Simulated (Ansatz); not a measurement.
CH3BBrFSi, SMILES `F[Si]1(Br)BC1`, charge 0, multiplicity 1.

Give a relaxed structure at PBE0-D4/def2-TZVP (the Gaussian-basis code of Ansatz). (Estimate.)

The calculation gave: 
Z-matrix (Å, degrees):
```
Si
Br 1 2.199
B 1 1.878 2 127.0
F 1 1.592 2 105.2 3 176.9
C 1 2.013 2 124.8 3 56.1
H 3 1.185 1 138.2 2 -27.9
H 5 1.089 1 146.6 2 0.8
H 5 1.099 1 81.1 2 113.6
```
